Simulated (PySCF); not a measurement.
Method: B3LYP-D3(BJ)/def2-TZVP // BP86-D3(BJ)/def2-SVP run with PySCF. Gas-phase values, no solvent. One relaxed conformer stands for a flexible species; it need not be the lowest. B3LYP has the VWN-RPA correlation part, as in Gaussian. 

Reference species: [Mo(F)3(NH2)3] (neutral, multiplicity 1).

```
Item                                                             Value
------------------------------------------------------------  --------
coordination number                                                  6
mean distance from the central atom to its bonded neighbours   1.929 Å
HOMO                                                          -7.79 eV
LUMO                                                          -3.40 eV
```

Changed species: [Mo(F)6] (0 of 6 F replaced by NH2; the reference has 3 of 6 F replaced by NH2).

Task: What does the change do to the coordination number, mean distance from the central atom to its bonded neighbours, HOMO and LUMO?

Result: the coordination number stays essentially unchanged; the mean distance from the central atom to its bonded neighbours drops by 0.086 Å, to 1.843 Å; the HOMO falls by 4.72 eV, to -12.51 eV; the LUMO falls by 2.84 eV, to -6.24 eV.
